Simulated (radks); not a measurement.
The numbers below are computed, except where a source is named.
Q: The mean radii <r> (bohr) of the occupied orbitals of an atom or ion are listed with their occupations. Code: a radial shooting solver on a logarithmic mesh with Libxc functionals. Model: Dirac Kohn-Sham, PBE, spin-unpolarised, spherical densities, finite nucleus; Fermi nuclear charge, rms radius of each element as measured or else 0.836 A^(1/3) + 0.57 fm.

orbital  occ.      <r>
1s1/2       2  0.01932
2s1/2       2  0.08125
2p1/2       2  0.06741
2p3/2       4  0.07502
3s1/2       2   0.2122
3p1/2       2   0.2020
3p3/2       4   0.2162
3d3/2       4   0.1899
3d5/2       6   0.1942
4s1/2       2   0.4775
4p1/2       2   0.4844
4p3/2       4   0.5168
4d3/2       4   0.5392
4d5/2       6   0.5505
5s1/2       2    1.144
5p1/2       2    1.261
5p3/2       4    1.353
4f5/2       6   0.6777
4f7/2       7   0.6888
6f5/2       1    7.311

Name the element and its charge. Open shells, if any, fill j = l - 1/2 first.

A: Z = 71, lutetium, charge +3: Lu3+ in [Xe] 4f13 6f1. The 1s radius gives Z: for a bare nucleus <r> = (2 gamma + 1)/(2Z) with gamma = sqrt(1 - (Z/c)^2), 0.01909 bohr for Z = 71, and screening makes it slightly larger (0.01932 here). The occupations add up to 68, and the charge is Z minus that.
